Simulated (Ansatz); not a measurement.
CH7ClSiSn, SMILES `[SiH3][CH2][SnH2][Cl]`. Charge 0, multiplicity 1. Sn: def2 effective core potential. All single points use the PBE0-D4/def2-TZVP geometry. It is one conformer, not always the lowest.

```xyz
11

Si   -1.648   -0.277    0.160
C    -0.160    0.856    0.163
Sn    1.671   -0.088   -0.396
Cl    2.036   -1.764    1.193
H    -1.474   -1.368    1.151
H    -2.886    0.481    0.488
H    -1.810   -0.879   -1.192
H    -0.318    1.684   -0.535
H    -0.005    1.285    1.156
H     1.578   -0.881   -1.901
H     3.018    0.951   -0.286
```

Q: What is the dipole moment at r2SCAN/def2-TZVPP? (An estimate is asked.)

A: Computed: 2.91 D, with components (-0.48, 2.52, -1.39) D in this frame, pointing from negative to positive charge.

Q: And with PBE, B3LYP, ωB97M-V? (An estimate is asked.)

A: The calculation gave: PBE 2.79 D, B3LYP 2.89 D, ωB97M-V 2.91 D.

Q: Give the Mulliken charges with r2SCAN, PBE, ωB97M-V in def2-TZVPP. (An estimate is asked.)

A: The calculation gave: 
```tsv
atom	r2SCAN	PBE	ωB97M-V
Si1	0.27	0.18	0.16
C2	-0.48	-0.48	-0.59
Sn3	0.79	0.75	0.69
Cl4	-0.41	-0.38	-0.37
H5	-0.05	-0.03	-0.01
H6	-0.07	-0.05	-0.03
H7	-0.07	-0.05	-0.03
H8	0.12	0.13	0.15
H9	0.12	0.14	0.16
H10	-0.11	-0.11	-0.07
H11	-0.11	-0.11	-0.08
```

B3LYP here is the variant with VWN-RPA as its local correlation; programs differ in this.
